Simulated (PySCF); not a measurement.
Vibration and rotation of RbNa⁻

ROHF-CCSD(T) constants of RbNa⁻, ²Σ⁺ (doublet), unpaired electrons σ ↑ (PySCF, scalar-relativistic core potentials, basis sets Rb def2-SVPD with ECP28, Na def2-SVPD; masses 84.9118 and 22.9898 u):

```
ωe             : 64.7 cm⁻¹
ωexe           : 0.301 cm⁻¹
Be             : 0.052462 cm⁻¹
αe             : 0.000386 cm⁻¹
De to Rb + Na⁻ : 0.60 eV
```

Task: What force constant and bond length do these constants imply?

Result: Reduced mass μred = 18.092 u; k = 5.8918×10⁻⁷·μred·ωe² (u, cm⁻¹, mdyn/Å) = 0.0446 mdyn/Å; Re = √(16.8576/(μred·Be)) (u, cm⁻¹, Å) = 4.214 Å.

Task: Estimate the centrifugal constant D from the Kratzer relation and find the Dunham coefficient a1.

Result: D = 4Be³/ωe² = 1.38e-07 cm⁻¹; a1 = −1 − αeωe/(6Be²) = -2.51.

Correlated steps freeze 1 core orbital. Correlated levels converge slowly with the basis: in double zeta they bind strong bonds too weakly, by up to about 1 eV, and carry superposition errors of some tenths. Spin–orbit coupling is left out. For an ion De counts to the pair picked by the measured ionisation energies or electron affinities, which need not be the lowest pair at this level. The state is the lowest determinant that a PBE0 search found; another state may lie lower at other levels.
